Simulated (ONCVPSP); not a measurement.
## Transferability test, ONCV potential for fluorine (F)

ONCVPSP 4.0.1 input, shortened (lines: element, Z, core and valence counts, functional; n l f; lmax; l rc ep ncon nbas qcut; lloc lpopt rc5 dvloc0; l nproj debl; icmod fcfact rcfact), PW91, scalar-relativistic:

```
  F 9.00    1    2  -109134      upf
    1    0    2.00
    2    0    2.00
    2    1    5.00
    1
    0    0.60    0.00    3    7   14.10
    1    1.45    0.00    4    7    8.50
    4    3    0.45    6.00
    0    2    1.50
    1    3    0.70
    3    4.25    1.10
```

Energies are relative to the spin-unpolarised reference configuration 2s2 2p5; without spin polarisation the order of configurations can differ from experiment.

| valence configuration | charge | ΔE all-electron (eV) | error AE − PS (meV) |
| --- | --- | --- | --- |
| 2s2 2p4 | +1 | 19.493 | +45 |
| 2s2 2p2 | +3 | 118.791 | +1282 |
| 2s2 2p1 | +4 | 204.764 | +3401 |

(1) What are ΔE and the potential's error for 2s2 2p3?

Results:

(1) ΔE = 58.004 eV all-electron; the error (AE − PS) is +346 meV.
